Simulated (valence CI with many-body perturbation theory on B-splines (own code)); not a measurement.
## Er⁶³⁺: electric-dipole lines

Level of theory: configuration interaction combined with many-body perturbation theory (CI+MBPT): three valence electrons over a frozen Dirac-Fock core [He], radial functions for each j: 11 s, 11 p, 10 d, 8 f, 5 g, 2 h, with the one-electron correlation potential Σ1 (screened to all orders), the two-electron term Σ2, the three-electron term Σ3, Breit, model QED; selected single and double excitations, second order for the rest, scaled by the run's own slope (own B-spline code, finite nucleus).

The last digits are not significant, and no measured levels were compared; by estimate large intervals hold to a few tenths of a per cent, small ones and those within an open d or f shell to about a per cent.

Lines 201 to 250 of 577 in falling wavelength, among levels below 12651 eV, chosen from the strongest by gf and those to the six lowest levels. Wavelengths and rates use the calculated energies. Electric multipoles are in the length gauge with retardation, E1 and E2 with the static RPA response of the core. Weak lines are less certain than strong ones. Lines between different terms over intervals too small for the method are left out, as are lines whose strength nearly cancels.

Levels are named by their leading jj configuration (3d3/2^4 stands for four electrons in 3d with j = 3/2), which in mixed levels can hold well under half, so a name can repeat and another be missing. Letters in brackets count levels of one name in rising energy.

```tsv
λ vac (Å)	Upper	Lower	A (s⁻¹)	log gf	Branch %
9.956	(2s 2p3/2 3p1/2) J=1/2	(2s^2 3p1/2) J=1/2	5.32e+12	-0.80	1.8
9.953	(2s 2p3/2 3s) J=1/2	(2s^2 3s) J=1/2	5.28e+12	-0.80	2.1
9.944	(2s 2p3/2 3p1/2) J=3/2 [b]	(2s^2 3p1/2) J=1/2	5.01e+12	-0.53	2.5
9.939	(2p3/2^2 3p3/2) J=3/2 [b]	(2s 2p3/2 3p3/2) J=5/2 [b]	3.35e+12	-0.70	1.0
9.936	(2s 2p3/2 3d5/2) J=5/2 [b]	(2s^2 3d5/2) J=5/2	4.60e+12	-0.39	0.3
9.933	(2p1/2 2p3/2 3p3/2) J=5/2 [b]	(2s 2p1/2 3p3/2) J=3/2 [b]	1.77e+12	-0.80	0.5
9.933	(2p1/2 2p3/2 3d3/2) J=3/2 [a]	(2s 2p1/2 3d3/2) J=3/2 [a]	2.98e+12	-0.75	0.8
9.928	(2p3/2^2 3s) J=1/2	(2s 2p3/2 3s) J=1/2	2.78e+12	-1.09	2.1
9.925	(2p3/2^2 3d5/2) J=5/2 [b]	(2s 2p3/2 3d5/2) J=7/2 [b]	3.27e+12	-0.54	0.3
9.923	(2p1/2 2p3/2 3d3/2) J=5/2 [a]	(2s 2p1/2 3d3/2) J=3/2 [a]	1.67e+12	-0.83	1.2
9.917	(2p1/2 2p3/2 3d5/2) J=7/2 [b]	(2s 2p1/2 3d5/2) J=7/2	1.81e+12	-0.67	0.1
9.916	(2p1/2 2p3/2 3d5/2) J=1/2	(2s 2p1/2 3d5/2) J=3/2	3.68e+12	-0.96	0.3
9.915	(2p1/2 2p3/2 3p1/2) J=3/2 [a]	(2s 2p1/2 3p1/2) J=1/2 [a]	2.14e+12	-0.90	0.3
9.914	(2s 2p3/2 3d3/2) J=1/2 [b]	(2s^2 3d3/2) J=3/2	5.00e+12	-0.83	0.4
9.913	(2p1/2 2p3/2 3p3/2) J=5/2 [b]	(2s 2p1/2 3p3/2) J=5/2	1.58e+12	-0.86	0.4
9.912	(2p3/2^2 3p3/2) J=5/2	(2s 2p3/2 3p3/2) J=3/2 [a]	1.26e+12	-0.95	0.4
9.910	(2s 2p3/2 3p3/2) J=3/2 [b]	(2s^2 3p3/2) J=3/2	4.99e+12	-0.53	2.6
9.908	(2s 2p3/2 3s) J=3/2 [b]	(2s^2 3s) J=1/2	4.96e+12	-0.53	4.0
9.907	(2s 2p3/2 3d5/2) J=3/2 [b]	(2s^2 3d5/2) J=5/2	5.19e+12	-0.51	0.5
9.904	(2p1/2 2p3/2 3d5/2) J=3/2 [a]	(2s 2p1/2 3d5/2) J=5/2 [a]	1.60e+12	-1.03	0.2
9.898	(2p1/2 2p3/2 3s) J=3/2 [a]	(2s 2p1/2 3s) J=1/2 [a]	2.95e+12	-0.76	2.7
9.893	(2p1/2 2p3/2 3d5/2) J=5/2 [a]	(2s 2p1/2 3d5/2) J=5/2 [a]	1.37e+12	-0.92	0.1
9.891	(2p3/2^2 3d3/2) J=3/2 [b]	(2s 2p3/2 3d3/2) J=3/2 [b]	1.35e+12	-1.10	0.1
9.888	(2p1/2 2p3/2 3d3/2) J=1/2 [a]	(2s 2p1/2 3d3/2) J=3/2 [a]	3.84e+12	-0.95	2.0
9.881	(2s 2p3/2 3p3/2) J=1/2 [b]	(2s^2 3p3/2) J=3/2	4.90e+12	-0.84	39.2
9.854	(2p3/2^2 3s) J=3/2	(2s 2p3/2 3s) J=3/2 [a]	3.19e+12	-0.73	1.5
9.852	(2p3/2^2 3d5/2) J=5/2 [a]	(2s 2p3/2 3d5/2) J=3/2 [a]	9.24e+11	-1.09	0.1
9.850	(2p3/2^2 3d3/2) J=3/2 [a]	(2s 2p3/2 3d3/2) J=3/2 [a]	1.73e+12	-1.00	0.2
9.841	(2p3/2^2 3d3/2) J=7/2	(2s 2p3/2 3d3/2) J=7/2	3.12e+12	-0.44	0.3
9.821	(2p3/2^2 3p3/2) J=7/2	(2s 2p3/2 3p3/2) J=7/2	3.34e+12	-0.41	1.0
9.820	(2p3/2^2 3p1/2) J=3/2	(2s 2p3/2 3p1/2) J=3/2 [a]	3.56e+12	-0.69	0.8
9.819	(2p3/2^2 3p1/2) J=5/2	(2s 2p3/2 3p1/2) J=5/2	3.67e+12	-0.50	0.8
9.807	(2p3/2^2 3d3/2) J=3/2 [a]	(2s 2p3/2 3d3/2) J=5/2 [a]	1.45e+12	-1.08	0.1
9.806	(2p3/2^2 3d5/2) J=7/2	(2s 2p3/2 3d5/2) J=9/2	9.94e+11	-0.94	7.6
9.803	(2s 2p3/2 3d5/2) J=3/2 [a]	(2s^2 3d3/2) J=3/2	1.80e+12	-0.98	0.1
9.802	(2s 2p1/2 2p3/2) J=1/2	(2s^2 2p1/2) J=1/2	5.77e+12	-0.78	99.6
9.801	(2p1/2 2p3/2^2) J=3/2	(2s 2p1/2 2p3/2) J=5/2	4.55e+11	-1.58	5.7
9.801	(2p3/2^2 3d5/2) J=9/2	(2s 2p3/2 3d5/2) J=9/2	3.11e+12	-0.35	24.8
9.792	(2p3/2^2 3d3/2) J=5/2	(2s 2p3/2 3d3/2) J=5/2 [a]	2.13e+12	-0.74	0.2
9.787	(2s 2p1/2 2p3/2) J=3/2 [b]	(2s^2 2p1/2) J=1/2	5.14e+12	-0.53	99.8
9.758	(2p1/2 2p3/2 3d5/2) J=5/2 [b]	(2s 2p1/2 3d5/2) J=5/2 [a]	9.58e+11	-1.09	0.1
9.747	(2p1/2 2p3/2^2) J=1/2	(2s 2p1/2 2p3/2) J=3/2 [b]	5.93e+12	-0.77	67.7
9.747	(2p3/2^2 3s) J=5/2	(2s 2p3/2 3s) J=5/2	3.60e+12	-0.51	4.7
9.740	(2p3/2^2 3d5/2) J=5/2 [a]	(2s 2p3/2 3d5/2) J=7/2 [a]	1.82e+12	-0.81	0.1
9.732	(2p1/2 2p3/2^2) J=1/2	(2s 2p1/2 2p3/2) J=1/2	2.71e+12	-1.11	31.0
9.708	(2p1/2^2 2p3/2) J=3/2	(2s 2p1/2^2) J=1/2	3.82e+12	-0.67	97.2
9.705	(2s 2p3/2^2) J=1/2	(2s^2 2p3/2) J=3/2	4.58e+12	-0.89	99.4
9.699	(2s 2p3/2^2) J=3/2	(2s^2 2p3/2) J=3/2	8.33e+12	-0.33	99.1
9.680	(2p3/2^2 3d5/2) J=3/2	(2s 2p3/2 3d3/2) J=5/2 [b]	1.46e+12	-1.09	0.1
9.679	(2p3/2^2 3p3/2) J=3/2 [a]	(2s 2p3/2 3p3/2) J=5/2 [a]	1.52e+12	-1.07	0.4
```

Problem. How does gf follow from A for the line at 9.912 Å?

Solution. gf = 1.4992 × (2J+1)_upper × A / σ², with σ = 10089037 cm⁻¹ and 2J+1 = 6: gf = 0.112.
